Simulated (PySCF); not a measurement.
The dipole of `C=C[SiH2]N([SiH3])[SiH2]C#N` from its density and from atomic charges.

Coordinates (GFN2-xTB, Å) and charges (e) from the PBE0/pcSseg-1 density (PySCF):

```csv
atom,x,y,z,Mulliken,IAO,Hirshfeld,ESP-fitted
C1,2.075,0.644,-0.935,-0.1533,-0.2644,-0.0778,-0.3047
C2,1.990,0.730,0.382,-0.4842,-0.4372,-0.1407,-0.2774
Si3,0.531,0.129,1.406,+0.8240,+0.8766,+0.3670,+0.4550
N4,-0.705,-0.539,0.349,-1.1047,-1.0340,-0.3405,-0.4669
Si5,-0.887,-2.256,0.089,+0.6301,+0.7408,+0.3549,+0.4372
Si6,-1.718,0.506,-0.592,+0.8297,+0.8870,+0.4117,+0.3796
C7,-0.974,2.218,-0.566,-0.2153,-0.1631,-0.0251,+0.2208
N8,-0.546,3.280,-0.571,-0.1911,-0.1821,-0.1862,-0.3893
H9,1.283,0.201,-1.520,+0.1246,+0.1364,+0.0382,+0.1488
H10,2.923,1.011,-1.493,+0.1259,+0.1557,+0.0534,+0.1668
H11,2.808,1.186,0.925,+0.1297,+0.1561,+0.0455,+0.1638
H12,0.936,-0.942,2.318,-0.0775,-0.1258,-0.0751,-0.0897
H13,-0.081,1.235,2.149,-0.0645,-0.1278,-0.0772,-0.0790
H14,-2.322,-2.549,0.111,-0.0924,-0.1327,-0.0766,-0.0864
H15,-0.331,-2.608,-1.222,-0.0775,-0.1376,-0.0793,-0.0947
H16,-0.183,-2.949,1.159,-0.0860,-0.1118,-0.0661,-0.0686
H17,-1.751,0.093,-1.998,-0.0612,-0.1174,-0.0619,-0.0545
H18,-3.057,0.615,-0.004,-0.0562,-0.1187,-0.0638,-0.0607
```

Q: Form Σ q r in debye for every column and set it beside the full dipole.

A: The full density gives (-0.33, -3.17, -0.01) D, 3.19 D in size; dipole vectors point from the negative to the positive end.

```
    scheme     μx     μy    μz  size (D)  share of the full size (%)  angle to the full dipole (°)
  Mulliken  -1.81  -4.35  0.28      4.72                         148                            17
       IAO  -1.17  -3.49  0.41      3.70                         116                            14
 Hirshfeld  -0.55  -2.58  0.12      2.64                          83                             7
ESP-fitted  -0.33  -3.18  0.01      3.20                         100                             0
```

Q: Which set comes closest?

A: Length of the difference vector: ESP-fitted 0.02 D, Hirshfeld 0.64 D, IAO 0.99 D, Mulliken 1.91 D. Closest: ESP-fitted. ESP charges are fitted to the potential around the molecule, whose slowest-falling term is the dipole's. The schemes that divide the density aren't constrained to reproduce the dipole.

Q: What is left for the Hirshfeld atoms' own dipoles?

A: The Hirshfeld atoms' densities add up to the full density, so μ = Σ q r + Σ (atomic dipoles). The atomic dipoles sum to (-0.33, -3.17, -0.01) − (-0.55, -2.58, 0.12) = (0.22, -0.59, -0.13) D, 0.64 D in size.

Q: With the origin at the mean of the coordinates, (0.000, 0.000, -0.001) Å, which are the largest single terms, by size, of the ESP-fitted dipole along the direction of the full one?

A: N8 +5.99, Si5 +4.91, C7 -2.23, N4 -1.37, C1 +1.25 D; all 18 atoms together +3.20 D. The single terms depend on the origin, their sum doesn't.

Q: Give the size of the full dipole in other units.

A: 3.19 D = 1.254 au = 0.663 e·Å = 10.63 × 10⁻³⁰ C·m.

One conformer (not necessarily the lowest) at the GFN2-xTB geometry, without solvent, vibrations or thermal averaging.

The values belong to the conformer `[CH2:1]=[CH:2][SiH2:3][N:4]([SiH3:5])[SiH2:6][C:7]#[N:8]`: C1–C2–Si3–N4 -1°, C2–Si3–N4–Si5 100°, Si3–N4–Si6–C7 13°.
